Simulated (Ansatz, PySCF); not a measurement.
C3H4, SMILES C1=CC1. Atoms are numbered in the order given.

```xyz
7

C      0.0000    -0.6434    -0.4944
C      0.0000     0.6434    -0.4944
C      0.0000     0.0000     0.8662
H      0.0000    -1.5717    -1.0363
H      0.0000     1.5717    -1.0363
H      0.9115     0.0000     1.4619
H     -0.9115     0.0000     1.4619
```
Charge 0, spin multiplicity 1.

Geometry optimised at B3LYP-D3(BJ)/def2-TZVP.

Two levels are set side by side: PBE-D3(BJ)/def2-TZVP (Ansatz, a program for electronic structure) and B3LYP-D3(BJ)/def2-TZVP (Ansatz). Each level has its own optimised geometry; the coordinates shown are those of the second. Frequencies come from the Hessian of PySCF at each geometry. Differences are taken from unrounded values.

```csv
quantity,B3LYP-D3(BJ),PBE-D3(BJ),PBE-D3(BJ) minus B3LYP-D3(BJ)
mean bond length (Å),1.232,1.240,0.008
bond C1–C2 (Å),1.287,1.298,0.011
bond C1–C3 (Å),1.505,1.510,0.005
bond C2–C3 (Å),1.505,1.510,0.005
bond C1–H4 (Å),1.075,1.084,0.009
bond C2–H5 (Å),1.075,1.084,0.009
bond C3–H6 (Å),1.089,1.098,0.009
bond C3–H7 (Å),1.089,1.098,0.009
highest harmonic wavenumber (cm⁻¹),3298,3224,-74
mean harmonic wavenumber (cm⁻¹),1635,1591,-44
zero-point energy (kcal/mol),35.06,34.12,-0.94
```

Exact exchange shortens and stiffens bonds; PBE has none. Differences between two approximate levels are no errors against the true value.
